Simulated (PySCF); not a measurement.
Compound: BrCl2Ga2H3.
Structure used (PBE0-D3(BJ)/def2-SVP), in Å, numbered top down from 1:
```xyz
8
BrCl2Ga2H3 angstrom
Br     3.0284    0.7807    0.5399
Ga     1.4534   -0.6994   -0.1895
Cl    -0.2130   -0.7755    1.4566
Ga    -1.6342    0.5934    0.1188
Cl     0.0304    0.5282   -1.5907
H      1.7252   -2.1158   -0.7516
H     -1.5606    2.0159    0.7314
H     -2.7712   -0.3451   -0.3659
```

Jobs on this species (8 atoms, 134 electrons) with PySCF (density fitting). Hardware of each: an Arm Neoverse N1 with one thread, no GPU, on a shared host. Other jobs ran on the host; a repeat could differ by tens of per cent or more. Peak memory is the resident size of the whole Python process, interpreter and libraries included.

| level and settings | work | basis functions | SCF cycles | wall time | peak memory |
| --- | --- | --- | --- | --- | --- |
| PBE0-D3(BJ)/def2-SVP, grid level 1 | geometry optimisation from a GFN2-xTB start shaken at random | 147 | ? | ? | ? |
| delta-SCF UKS B3LYP, pcX-2 on the ionised atom, pcseg-1 elsewhere, spin-free X2C | ΔSCF core ionisation, 2 holes | 174 | 24 | 51 s | 0.57 GiB |
| delta-SCF UKS HF, pcX-2 on the ionised atom, pcseg-1 elsewhere, spin-free X2C | ΔSCF core ionisation, 2 holes | 174 | 21 | 35 s | 0.56 GiB |
| delta-SCF UKS SCAN, pcX-2 on the ionised atom, pcseg-1 elsewhere, non-relativistic | ΔSCF core ionisation, 2 holes | 174 | 27 | 18 s | 0.42 GiB |
| delta-SCF UKS SCAN, pcX-2 on the ionised atom, pcseg-1 elsewhere, spin-free X2C | ΔSCF core ionisation, 2 holes | 174 | 26 | 19 s | 0.44 GiB |
| delta-SCF UKS SCAN, pcX-1 on the ionised atom, pcseg-1 elsewhere, spin-free X2C | ΔSCF core ionisation, 2 holes | 154 | 26 | 16 s | 0.34 GiB |
| delta-SCF UKS PBE, pcX-2 on the ionised atom, pcseg-1 elsewhere, spin-free X2C | ΔSCF core ionisation, 2 holes | 174 | 27 | 14 s | 0.40 GiB |
| delta-SCF UKS SCAN, def2-TZVP on the ionised atom, pcseg-1 elsewhere, spin-free X2C | ΔSCF core ionisation, 2 holes | 151 | 25 | 17 s | 0.34 GiB |
| delta-SCF UKS PBE0, pcX-2 on the ionised atom, pcseg-1 elsewhere, spin-free X2C | ΔSCF core ionisation, 2 holes | 174 | 23 | 49 s | 0.61 GiB |

**Question.** Fill in the missing figures.

**Answer.** 
- PBE0-D3(BJ)/def2-SVP, grid level 1; geometry optimisation from a GFN2-xTB start shaken at random: 4.4 min, 0.74 GiB, 61 SCF cycles

**Question.** What do all jobs in the table cost together?

**Answer.** About 8.1 min; the longest takes about 55 % of that, and about 19 times as long as the shortest.
